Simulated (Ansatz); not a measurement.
Consider the hydrogenolysis of the Sn–O bond: `C[O][Sn]([F])([F])[F]` + H₂ → `[F][SnH]([F])[F]` + CH₃OH.

Gas-phase electronic energies from Ansatz, PBE0-D4/def2-TZVP geometries. CBS: MP2 limit from def2 TZ/QZ plus the TZ coupled-cluster correction, frozen cores. This one scheme is used for every species. DFT in def2-TZVPP. B3LYP here is the variant with VWN-RPA as its local correlation; programs differ in this. def2 core potentials past Kr. For Sn outer-core shells are correlated without core-valence functions, which leaves a few kJ/mol of doubt a bond. One conformer a species, not always the lowest.

`C[O][Sn]([F])([F])[F]`:

Cartesian coordinates in Å:
```
C -0.155 -0.689 1.355
O -0.757 -0.555 0.072
Sn 0.030 0.566 -1.268
F 0.118 2.377 -0.735
F -0.991 0.472 -2.846
F 1.801 0.052 -1.681
H -0.779 -1.385 1.918
H -0.124 0.264 1.893
H 0.856 -1.101 1.292
```

H₂:

```xyz
2

H    -0.225    0.195   -0.224
H     0.225   -0.195    0.224
```

`[F][SnH]([F])[F]`:

```xyz
5

F     0.429    1.729    0.485
Sn   -0.056   -0.001   -0.105
F    -1.088   -0.727    1.303
F     1.556   -0.991   -0.090
H    -0.841   -0.011   -1.593
```

CH₃OH:

Cartesian coordinates in Å:
```
C -0.192 0.192 0.231
O 0.826 -0.069 -0.708
H -0.084 1.232 0.539
H -0.108 -0.439 1.125
H -1.195 0.065 -0.195
H 0.752 -0.981 -0.992
```

| level | ΔE (kJ/mol) |
| --- | --- |
| LDA (SPW92) | -27.2 |
| B3LYP-D4 | -14.5 |
| r2SCANh-D4 | -14.6 |
| CAM-B3LYP-D4 | -19.5 |
| ωB97M-V | -18.8 |
| RPA@PBE/def2-TZVPP | -11.5 |
| HF/def2-TZVPP | -33.6 |
| CCSD/def2-TZVPP | -19.7 |

(1) What does CCSD(T)/CBS give? (Best estimate.)

Largest T1 diagnostic among the species: 0.015.

Results:

(1) Computed: -8.7 kJ/mol. The listed levels differ from it by -18.5, -5.8, -5.9, -10.8, -10.1, -2.8, -24.9, -11.0 kJ/mol.

At CCSD(T), def2-SVP lies −9.4 kJ/mol from the extrapolated value and def2-TZVPP −4.6 kJ/mol. From r2SCAN to r2SCAN0 (25 % exact exchange), in def2-TZVPP and without D4, ΔE moves by −9.7 kJ/mol.
